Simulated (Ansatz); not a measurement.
C$_{2}$H$_{8}$MoN$_{2}$O (`C[N]=[Mo]([CH3])([NH2])=[O]`) at its PBE0-D4/def2-TZVP geometry, where that method's forces vanish. Charge 0, multiplicity 1. Mo takes the def2 core potential.

```
atom    x (Å)    y (Å)    z (Å)
  C1   0.4229  -1.4686  -1.9458
  N2   0.3620  -0.5166  -0.8936
 Mo3  -0.5286   0.5022   0.1841
  C4  -0.1290  -0.3148   2.0978
  N5   0.2017   2.2947   0.1033
  O6  -2.1937   0.3983  -0.0618
  H7   0.9443  -2.3686  -1.6025
  H8  -0.5734  -1.7572  -2.2991
  H9   0.9894  -1.0622  -2.7907
 H10  -0.6426   0.2798   2.8590
 H11  -0.4863  -1.3454   2.1545
 H12   0.9459  -0.3030   2.2911
 H13   1.0534   2.5490  -0.3737
 H14  -0.3659   3.1126   0.2774
```

(1) For each bond, give half the difference of the two atoms' forces along it (eV/Å; positive pushes the atoms apart) under PBE-D4, r2SCAN-D4, B3LYP-D4, ωB97M-V in def2-TZVPP. (Best estimate.)

Results:

(1) Computed: 
| bond | length (Å) | PBE-D4 | r2SCAN-D4 | B3LYP-D4 | ωB97M-V |
| --- | --- | --- | --- | --- | --- |
| C1–N2 | 1.420 | -0.30 | -0.11 | 0.04 | 0.59 |
| C1–H7 | 1.095 | 0.12 | -0.02 | -0.07 | -0.15 |
| C1–H8 | 1.096 | 0.13 | -0.02 | -0.06 | -0.14 |
| C1–H9 | 1.095 | 0.12 | -0.03 | -0.07 | -0.15 |
| N2–Mo3 | 1.730 | 0.57 | 0.36 | 0.19 | -0.47 |
| Mo3–C4 | 2.119 | -0.26 | -0.14 | 0.08 | 0.17 |
| Mo3–N5 | 1.937 | -0.18 | 0.00 | 0.10 | 0.16 |
| Mo3–O6 | 1.686 | 0.83 | 0.44 | 0.38 | -0.25 |
| C4–H10 | 1.094 | 0.10 | -0.02 | -0.08 | -0.06 |
| C4–H11 | 1.092 | 0.12 | -0.01 | -0.08 | -0.07 |
| C4–H12 | 1.092 | 0.10 | -0.02 | -0.08 | -0.05 |
| N5–H13 | 1.009 | 0.16 | -0.03 | -0.09 | -0.02 |
| N5–H14 | 1.011 | 0.17 | -0.03 | -0.08 | -0.04 |

B3LYP here is the variant with VWN-RPA as its local correlation; programs differ in this.
